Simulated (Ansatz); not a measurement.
`C=CBI` + HBr → `C=CBBr` + HI at 500 K and 1 bar (ligand exchange at a B–I bond).

Computed with Ansatz on PBE0-D4/def2-TZVP structures; ΔE is electronic, products minus reactants. CCSD(T)/CBS is the MP2 limit (def2-TZVPP, def2-QZVPP) plus CCSD(T) − MP2 in def2-TZVPP, frozen cores. def2 core potentials past Kr. For Br, I outer-core shells are correlated without core-valence functions, which leaves a few kJ/mol of doubt a bond. Scalar relativity is left out up to krypton. One conformer a species, not always the lowest.

| species | CCSD(T)/CBS energy (Eh) | H − E (kJ/mol) | S (J/(mol·K)) |
| --- | --- | --- | --- |
| `C=CBI` | -400.74733 | 180.1 | 364.4 |
| HBr | -2573.91920 | 30.5 | 213.7 |
| `C=CBBr` | -2676.63535 | 180.7 | 355.4 |
| HI | -298.03592 | 28.6 | 221.6 |

H − E and S are ideal-gas, rigid-rotor, harmonic terms from PBE0-D4/def2-TZVP, for one conformer and one mirror image of each species. 1 Eh = 2625.50 kJ/mol, R = 8.31446 J/(mol·K).

Task: By hand: ΔE, ΔH, ΔS and ΔG.

Result: ΔE = (-2676.63535) + (-298.03592) − (-400.74733) − (-2573.91920) = -0.00474 Eh = -12.4 kJ/mol. Δ(H − E) = 180.7 + 28.6 − 180.1 − 30.5 = -1.3, so ΔH = -13.7 kJ/mol. ΔS = 355.4 + 221.6 − 364.4 − 213.7 = -1.1 J/(mol·K). ΔG = -13.7 − 500 × (-1.1)/1000 = -13.1 kJ/mol.

Task: By hand: the equilibrium constant, and the temperature at which ΔG would vanish if ΔH and ΔS stayed fixed.

Result: log₁₀ K = −ΔG/(RT ln 10) = 1.4. ΔG = 0 at ΔH/ΔS = 12455 K, far beyond where these terms or the molecules hold.

The number of gas molecules stays the same, so ΔS is small and ΔH decides. A doubt of 5 kJ/mol in ΔE shifts log₁₀ K by 0.5 here. Other conformers and mirror images would add mixing entropy, several J/(mol·K) or more a flexible species. These are equilibria of isolated gas molecules and say nothing of rates. Largest T1 diagnostic: 0.012 (customary marks: 0.02 for closed shells, 0.045 for open ones).
